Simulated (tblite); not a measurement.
Species: C₃H₈FN₂Si (doublet state).
Geometry (GFN2-xTB, Å), atoms numbered from 1 in this order:
```
atom  x, y, z in Å
C1     1.7851   -0.3578   -0.5859
C2     0.8497   -0.1877    0.5352
C3    -0.3576   -1.1796    0.4218
N4    -1.4648   -0.4600   -0.1496
Si5   -1.2025    1.2180   -0.3138
F6    -2.2794    2.1127    0.4814
N7     0.2505    1.1349    0.5832
H8     1.5860    0.1307   -1.5197
H9     2.6025   -1.0485   -0.5207
H10    1.3682   -0.3842    1.4830
H11   -0.6186   -1.5398    1.4237
H12   -0.0737   -2.0399   -0.1937
H13   -2.1480   -1.0173   -0.6272
H14   -1.2299    1.7495   -1.6660
H15    0.9279    1.8770    0.6265
```

Computed values, GFN2-xTB/tblite, gas phase, harmonic and unscaled. The method is semi-empirical: single wavenumbers can be off by several per cent or more. Modes of hydrogen on silicon can be 10 to 20 % off. One conformer, not necessarily the lowest. Open shells enter through the occupations alone, without spin polarisation, and single modes of such species can be off by tens of per cent.

Harmonic wavenumbers (cm⁻¹): 82.8, 95.1, 134.6, 152.7, 199.9, 253.5, 293.5, 393.7, 463.1, 481.8, 538.5, 589.7, 661.6, 719.8, 778.4, 848.9, 889.8, 915.2, 930.8, 972.1, 1092.5, 1105.2, 1148.8, 1164.1, 1221.8, 1251.0, 1292.0, 1300.3, 1344.6, 1387.3, 1478.0, 2333.0, 2871.6, 2884.0, 2922.6, 3131.2, 3179.9, 3493.4, 3524.9.

A = 4467, B = 1669, C = 1429 MHz; mass 119.044 u (most abundant isotopes); point group C1, symmetry number 1; spin multiplicity 2.

Q: Zero-point energy?

A: ½Σν̃ = 24261 cm⁻¹ = 69.37 kcal/mol.

Q: Entropy at 500 K, 1 bar (ideal gas, RRHO, classical rotation)?

A: Translation 42.83, rotation 29.34, vibration 40.77, spin (R ln 2) 1.38: S = 114.3 cal/(mol K).

Q: And Cp and H(500 K) − H(0)?

A: Cp = 48.41 cal/(mol K), of which vibrations give 40.47 (their classical limit is 39 R = 77.5); H(500 K) − H(0) = 14.69 kcal/mol without the zero-point energy, 10.72 from vibrations.

Q: How do the functions run with temperature in this model?

A: 
```json
{"T (K)": "50", "S (cal/(mol K))": "56.8", "Cp (cal/(mol K))": "11.8", "H − H(0) (kcal/mol)": "0.46", "G − H(0) (kcal/mol)": "-2.39", "ln q(vib)": "0.20"}
{"T (K)": "100", "S (cal/(mol K))": "66.7", "Cp (cal/(mol K))": "17.1", "H − H(0) (kcal/mol)": "1.18", "G − H(0) (kcal/mol)": "-5.49", "ln q(vib)": "1.04"}
{"T (K)": "298.15", "S (cal/(mol K))": "93.1", "Cp (cal/(mol K))": "34.1", "H − H(0) (kcal/mol)": "6.26", "G − H(0) (kcal/mol)": "-21.48", "ln q(vib)": "5.31"}
{"T (K)": "373.15", "S (cal/(mol K))": "101.4", "Cp (cal/(mol K))": "40.1", "H − H(0) (kcal/mol)": "9.05", "G − H(0) (kcal/mol)": "-28.78", "ln q(vib)": "6.96"}
{"T (K)": "750", "S (cal/(mol K))": "136.2", "Cp (cal/(mol K))": "59.3", "H − H(0) (kcal/mol)": "28.27", "G − H(0) (kcal/mol)": "-73.88", "ln q(vib)": "14.94"}
{"T (K)": "1000", "S (cal/(mol K))": "154.3", "Cp (cal/(mol K))": "66.2", "H − H(0) (kcal/mol)": "44.02", "G − H(0) (kcal/mol)": "-110.26", "ln q(vib)": "19.70"}
```

q(vib) and H(0) count from the zero-point level.

Q: Which modes carry the vibrational entropy at 500 K?

A: 82.8 cm⁻¹: 4.84; 95.1 cm⁻¹: 4.57; 134.6 cm⁻¹: 3.88; 152.7 cm⁻¹: 3.64; 199.9 cm⁻¹: 3.11; 253.5 cm⁻¹: 2.66 cal/(mol K); the other 33 give 18.07 together.

Hindered rotation and anharmonicity are outside this model. Other conformers, if any are populated, would add a mixing term that is left out. The structure is chiral; the term R ln 2 for an equal mix with its mirror image is left out.
